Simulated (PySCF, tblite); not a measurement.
Isomers of C4H10F2Si, one GFN2-xTB conformer each. Single-point energies are computed at PBE0/pcSseg-1 (PySCF, gas phase, no added dispersion term), electronic only.

```json
{"SMILES": "C[C@@H](F)C[SiH2]CF", "GFN2-xTB relative energy (kcal/mol)": "0.0"}
{"SMILES": "C[Si](C)(C)C(F)F", "GFN2-xTB relative energy (kcal/mol)": "9.8"}
```

Conformers: `[CH3:1][C@@H:2]([F:3])[CH2:4][SiH2:5][CH2:6][F:7]` with C1–C2–C4–Si5 -174°, C2–C4–Si5–C6 -174°, C4–Si5–C6–F7 56°.

Question: What does PBE0/pcSseg-1 give for the same structures?

Answer: 
```json
{"SMILES": "C[Si](C)(C)C(F)F", "PBE0/pcSseg-1 E (Eh)": "-647.10140", "PBE0/pcSseg-1 (kcal/mol)": "0.0", "GFN2-xTB (kcal/mol)": "9.8", "point group": "Cs"}
{"SMILES": "C[C@@H](F)C[SiH2]CF", "PBE0/pcSseg-1 E (Eh)": "-647.06339", "PBE0/pcSseg-1 (kcal/mol)": "23.9", "GFN2-xTB (kcal/mol)": "0.0", "point group": "C1"}
```

GFN2-xTB puts C[C@@H](F)C[SiH2]CF lowest instead. As drawn, the lower has two fluorines on one carbon, which the higher lacks.

Question: Which frontier levels, dipoles and rotational constants go with these structures?

Answer: 
| SMILES | HOMO (eV, PBE0/pcSseg-1) | LUMO (eV) | dipole (D) | A, B, C (MHz) |
| --- | --- | --- | --- | --- |
| C[Si](C)(C)C(F)F | -7.96 | 1.08 | 2.59 | 2344, 1566, 1379 |
| C[C@@H](F)C[SiH2]CF | -8.31 | 0.94 | 0.64 | 4395, 918.3, 799.0 |

Question: What happens when harmonic zero-point energies from GFN2-xTB frequencies are added?

Answer: 
```csv
SMILES,ZPE (kcal/mol),electronic (kcal/mol),with ZPE (kcal/mol)
C[Si](C)(C)C(F)F,82.5,0.0,0.0
C[C@@H](F)C[SiH2]CF,81.4,23.9,22.8
```

The zero-point energies span 1.1 kcal/mol. The order is unchanged.
